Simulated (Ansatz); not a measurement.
## Molecular dynamics of B2H5NO

input.yaml

```yaml
crystal:
  periodic: [false, false, false]
  atoms:
    - { symbol: B, position_ang: [0.104748, 1.255125, -0.636822] }
    - { symbol: B, position_ang: [-0.13372, -0.186675, 0.27654] }
    - { symbol: "N", position_ang: [0.530788, -1.367494, -0.098268] }
    - { symbol: O, position_ang: [-0.970972, -0.262098, 1.36701] }
    - { symbol: H, position_ang: [0.981068, 1.352377, -1.470974] }
    - { symbol: H, position_ang: [-0.594065, 2.240273, -0.503788] }
    - { symbol: H, position_ang: [1.183549, -1.403992, -0.866784] }
    - { symbol: H, position_ang: [0.396667, -2.249215, 0.382258] }
    - { symbol: H, position_ang: [-1.409462, 0.575399, 1.533727] }
basis:
  gaussian: { orbitals: def2-SVP }
hamiltonian:
  xc: pbe0
  dispersion: d4
md:
  timestep: 2.5
  n_steps: 40
  ensemble: nve
  temperature: 100.0
  initial_velocities: maxwell_boltzmann
  seed: 163808
scf:
  lower_state_search: "off"
```

Run as:

```bash
$ ansatz run input.yaml --threads 1 --pin off --max-ram 2048MiB --backend cpu --events-out ev --progress --plain --runs-dir out
```

It starts from a relaxed structure.

Output, in part (step lines, the closing report, with atoms numbered from 0):

```
md step     0: t =     0.00 fs  T =   100.0 K  F+E_penalty+E_count = -4962.87682060 eV  E_kin = 0.090482 eV  conserved = -4962.78633860 eV  (14 SCF iters)
[... lines left out ...]
Total energy: -4946.08772901 eV, -181.7653714625 hartree
Atom 0 at    -0.249791     4.188951    -1.135811 Å, force    -2.785420    -8.814467     1.374551 eV/Å
Atom 1 at    -0.213360     1.385607    -0.506642 Å, force     1.484525     1.469764    -1.898046 eV/Å
Atom 2 at    -0.459952     2.573515    -1.414720 Å, force     1.683514     5.266042     4.069729 eV/Å
Atom 3 at     0.487784     0.157821    -0.723546 Å, force    -2.179023     3.372927     0.430133 eV/Å
Atom 4 at    -0.916113     4.705070    -0.066845 Å, force     1.471314    -0.117540    -2.464664 eV/Å
Atom 5 at    -0.695514     2.118766     1.782708 Å, force     0.280954    -0.940568    -1.912188 eV/Å
Atom 6 at     6.333750    -2.778574    -5.982094 Å, force    -0.000216     0.000051     0.000270 eV/Å
Atom 7 at    -8.911087  -112.699312    68.902310 Å, force     0.000013     0.000085    -0.000052 eV/Å
Atom 8 at     0.016691    -0.584094    -0.336810 Å, force     0.044340    -0.236293     0.400267 eV/Å
Dipole moment:    -0.053266     1.340787    -0.750596 e Å
```

The steps, from the saved trajectory:

| time (fs) | T (K) | potential energy less start (eV) | conserved less start (meV/atom) |
| --- | --- | --- | --- |
| 0 | 100 | 0.000 | 0.00 |
| 2.5 | 72 | 0.142 | 12.95 |
| 5 | 68 | 0.257 | 25.26 |
| 7.5 | 161 | 0.100 | 17.23 |
| 10 | 162 | 0.603 | 73.24 |
| 12.5 | 583 | 1.186 | 180.26 |
| 15 | 140 | 1.628 | 184.84 |
| 17.5 | 1279 | 0.123 | 132.15 |
| 20 | 33408 | 9.427 | 4396.15 |
| 22.5 | 165722 | 7.974 | 17536.89 |
| 25 | 165017 | 9.023 | 17582.59 |
| 27.5 | 165363 | 8.276 | 17534.39 |
| 30 | 165071 | 9.786 | 17672.82 |
| 32.5 | 166201 | 10.981 | 17919.15 |
| 35 | 164110 | 12.656 | 17895.03 |
| 37.5 | 162139 | 14.569 | 17909.40 |
| 40 | 162398 | 14.336 | 17909.62 |
| 42.5 | 164005 | 12.596 | 17877.82 |
| 45 | 163556 | 13.140 | 17893.13 |
| 47.5 | 162204 | 14.549 | 17913.78 |
| 50 | 161522 | 15.085 | 17904.77 |
| 52.5 | 161338 | 15.265 | 17906.30 |
| 55 | 162006 | 14.658 | 17906.05 |
| 57.5 | 163039 | 13.596 | 17891.77 |
| 60 | 163478 | 13.517 | 17927.17 |
| 62.5 | 164648 | 12.196 | 17898.04 |
| 65 | 164308 | 12.496 | 17897.24 |
| 67.5 | 164265 | 12.848 | 17932.05 |
| 70 | 165914 | 10.890 | 17880.28 |
| 72.5 | 164694 | 12.168 | 17899.56 |
| 75 | 162614 | 14.193 | 17915.43 |
| 77.5 | 161575 | 15.205 | 17923.43 |
| 80 | 161168 | 15.624 | 17929.06 |
| 82.5 | 162329 | 14.538 | 17925.19 |
| 85 | 164035 | 12.724 | 17895.05 |
| 87.5 | 163932 | 13.094 | 17925.86 |
| 90 | 165605 | 12.173 | 17991.72 |
| 92.5 | 168285 | 11.071 | 18138.65 |
| 95 | 165137 | 14.104 | 18159.25 |
| 97.5 | 162948 | 16.104 | 18161.37 |
| 100 | 162165 | 16.789 | 18158.79 |

The run went to its last step. The conserved energy changed by up to 18000 meV per atom, so the integration failed: the time step of 2.5 fs is too long for the fastest motions that this run met, and the later frames carry no physical meaning.

Parted: B1–B2 1.72 → 2.87 Å, B1–H6 1.22 → 3.61 Å, N3–H7 1.01 → 9.78 Å, N3–H8 1.01 → 135.29 Å. Joined: B1–N3 2.71 → 1.65 Å. It ends as B2H2NO + H + H + H. Pairs count as bonded within 1.25 times the sum of covalent radii (0.12 Å more for H–H).

Last frame:

```xyz
9
Properties=species:S:1:pos:R:3
B -0.250 4.189 -1.136
B -0.213 1.386 -0.507
N -0.460 2.574 -1.415
O 0.488 0.158 -0.724
H -0.916 4.705 -0.067
H -0.696 2.119 1.783
H 6.334 -2.779 -5.982
H -8.911 -112.699 68.902
H 0.017 -0.584 -0.337
```

The run took 2.2 min on 1 thread of Arm Neoverse N1, on a shared host, peak memory 0.14 GiB.
